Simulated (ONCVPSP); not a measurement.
## Configuration tests for V (Z = 23) (ONCV)

| Quantity | Value |
| --- | --- |
| Element | vanadium (V) |
| Generator | ONCVPSP 4.0.1 |
| Type | optimised norm-conserving Vanderbilt (ONCV) |
| Functional | LDA (Perdew-Zunger) |
| Relativity | fully relativistic |
| Frozen core | [Ne] |
| Valence charge | 13 |
| Reference configuration | 3s2 3p6 3d4 4s1 |
| Partial waves | 3s+4s: rc 1.95 bohr, ncon 4, nbas 8, qcut 6.8 1/bohr, 3 projectors, debl 0.6 Ha; 3p: rc 1.40 bohr, ncon 3, nbas 7, qcut 9.7 1/bohr, 2 projectors, debl 1.6 Ha; 3d: rc 2.15 bohr, ncon 5, nbas 10, qcut 6.3 1/bohr, 2 projectors, debl 3.7 Ha; f scattering state at 0.1 Ha: rc 2.30 bohr, ncon 4, nbas 8, qcut 5 1/bohr, 2 projectors, debl 2.2 Ha |
| Local potential | polynomial inside 1.15 bohr (lpopt 5, dvloc0 0 Ha) |
| Core correction | Teter function, fcfact 6, rcfact 1.75 |

Open shells are filled in proportion to 2j + 1.

Energies are relative to the spin-unpolarised reference configuration 3s2 3p6 3d4 4s1; without spin polarisation the order of configurations can differ from experiment.

```json
{"valence configuration": "3s2 3p6 3d3 4s1", "charge": "+1", "ΔE all-electron (eV)": "7.400", "error AE − PS (meV)": "+35"}
{"valence configuration": "3s2 3p6 3d3 4s0", "charge": "+2", "ΔE all-electron (eV)": "21.945", "error AE − PS (meV)": "+17"}
{"valence configuration": "3s2 3p6 3d3 4s1.5", "charge": "+0.5", "ΔE all-electron (eV)": "2.639", "error AE − PS (meV)": "+43"}
```

Question: What are ΔE and the potential's error for 3s2 3p6 3d3 4s2?

Answer: ΔE = -0.541 eV all-electron; the error (AE − PS) is +51 meV.
